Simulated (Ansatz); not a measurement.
Consider the atomization: `[SiH3]O/C=[N]\[GaH][Cl]` → C• + Cl• + Ga• + 5 H• + N• + O• + Si•.

Calculated with Ansatz (gas phase, PBE0-D4/def2-TZVP geometries, no zero-point term in ΔE). CCSD(T)/CBS is the MP2 limit (def2-TZVPP, def2-QZVPP) plus CCSD(T) − MP2 in def2-TZVPP, frozen cores. This one scheme is used for every species, atoms too. Functionals use def2-TZVPP. HSE06 is defined as in plane-wave codes. No spin–orbit coupling; open shells (•) take unrestricted orbitals. Spin–orbit coupling would lower the free atoms: a little for C, Cl, O, Si; clearly for Ga. For Ga outer-core shells are correlated without core-valence functions, so the limit isn't a true one: a few kJ/mol of doubt a bond, and 10 to 20 or more in all where bonds break to atoms. Scalar relativity is left out up to krypton. One conformer a species, not always the lowest.

`[SiH3]O/C=[N]\[GaH][Cl]`:

Cartesian coordinates in Å:
```
Si 0.976 -0.042 1.200
O 1.440 0.783 -0.163
C 0.544 1.134 -1.134
N -0.612 0.706 -1.290
Ga -1.625 -0.627 -0.535
Cl -1.503 -2.497 -1.586
H 0.094 -1.214 0.864
H 2.218 -0.552 1.813
H 0.205 0.841 2.105
H 1.002 1.876 -1.793
H -2.737 -0.407 0.519
```

```json
{"level": "r2SCAN-D4", "ΔE (kcal/mol)": "907.3", "difference from CCSD(T)/CBS": "2.2"}
{"level": "PBE0-D4", "ΔE (kcal/mol)": "899.9", "difference from CCSD(T)/CBS": "-5.2"}
{"level": "r2SCANh-D4", "ΔE (kcal/mol)": "899.1", "difference from CCSD(T)/CBS": "-6.0"}
{"level": "B2PLYP", "ΔE (kcal/mol)": "891.1", "difference from CCSD(T)/CBS": "-14.0"}
{"level": "r2SCAN0", "ΔE (kcal/mol)": "885.1", "difference from CCSD(T)/CBS": "-20.0"}
{"level": "HSE06", "ΔE (kcal/mol)": "894.2", "difference from CCSD(T)/CBS": "-10.9"}
{"level": "HF/def2-SVP", "ΔE (kcal/mol)": "628.0", "difference from CCSD(T)/CBS": "-277.1"}
{"level": "MP2/def2-QZVPP", "ΔE (kcal/mol)": "915.6", "difference from CCSD(T)/CBS": "10.5"}
{"level": "HF/CBS(def2)", "ΔE (kcal/mol)": "630.7", "difference from CCSD(T)/CBS": "-274.4"}
{"level": "CCSD/CBS(def2)", "ΔE (kcal/mol)": "887.3", "difference from CCSD(T)/CBS": "-17.8"}
{"level": "CCSD(T)/CBS", "ΔE (kcal/mol)": "905.1", "difference from CCSD(T)/CBS": "0"}
```

Largest T1 diagnostic among the species: 0.015.

Leaving LDA and LC-ωPBE aside and taking each functional with its dispersion term where it has one, the values, not all of them listed here, spread over 49.6 kcal/mol, from BHLYP-D4 to PBE-D4. LDA lies +132.2 kcal/mol from PBE without D4, its usual overbinding. From BLYP to BHLYP (50 % exact exchange), in def2-TZVPP and without D4, ΔE moves by −24.2 kcal/mol: exact exchange takes away binding that semilocal exchange gives to molecules. In def2-TZVPP, CCSD(T) changes the Hartree–Fock value by +251.0 kcal/mol (the triples alone add +17.8 kcal/mol) and MP2 by +271.7 kcal/mol; breaking electron pairs costs correlation energy, which Hartree–Fock lacks.

For atomizations the MP2-based limit and the directly extrapolated one differ by several kJ/mol either way, and by 10 to 25 for some Ge, Se and Sn compounds, so smaller differences from it don't rank the levels.
